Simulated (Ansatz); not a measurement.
Geometry optimisation, RHF/6-31G* (Ansatz).

The input (input.yaml):

```yaml
crystal:
  periodic: [false, false, false]
  atoms:
    - { symbol: B, position_ang: [0.0, 0.0, 0.0] }
    - { symbol: Cl, position_ang: [0.0, 0.0, 2.21] }
    - { symbol: Cl, position_ang: [1.6108, 0.0, -0.93] }
    - { symbol: F, position_ang: [-1.1431, 0.0, -0.66] }
    - { symbol: O, position_ang: [0.3597, -1.5824, 0.5392] }
    - { symbol: H, position_ang: [-0.2732, -2.2387, 0.1046] }
    - { symbol: H, position_ang: [0.2668, -1.1738, 1.6085] }
basis:
  gaussian: { orbitals: "6-31G*" }
hamiltonian:
  xc: hf
relax:
  f_tol: 0.15
  max_steps: 25
  restrain:
    - { distance: [0, 4], at: 1.41, k: 30.0 }
    - { distance: [6, 1], at: 1.37, k: 30.0 }
    - { distance: [0, 1], at: 3.06, k: 30.0 }
    - { distance: [6, 4], at: 2.21, k: 30.0 }
output:
  orbitals: {}
```

Launched with:

```bash
$ ansatz run input.yaml --threads 1 --pin off --max-ram 2048MiB --backend cpu --events-out ev --progress --plain --runs-dir out
```

Question: Where does it end, and by what steps?

Answer: It converged. The restraints hold the end off the free minimum. After 8 steps the energy has fallen by 4.248 eV (the restraints' own energy left out); B1 moved furthest, 0.69 Å. Parted: B1–Cl2, O5–H7.

```
step  energy less start (eV)  largest force component (eV/Å)  accepted
   0                  0.0000                           5.720       yes
   1                 -1.3224                           6.386       yes
   2                 -2.7066                           5.466       yes
   3                 -3.7503                           1.809       yes
   4                 -3.9801                           1.980       yes
   5                 -4.1041                           1.756       yes
   6                 -4.2281                           1.373       yes
   7                 -4.2386                           1.353       yes
   8                 -4.2479                           1.319       yes
```

```xyz
7
Properties=species:S:1:pos:R:3
B 0.137 -0.505 -0.454
Cl -0.059 0.075 2.557
Cl 1.591 0.423 -0.766
F -1.029 -0.021 -0.791
O 0.238 -1.769 0.065
H -0.609 -2.190 0.141
H 0.551 -1.009 2.121
```

The run took 20 s on 1 thread of Arm Neoverse V2, with other jobs on the host, peak memory 0.17 GiB.
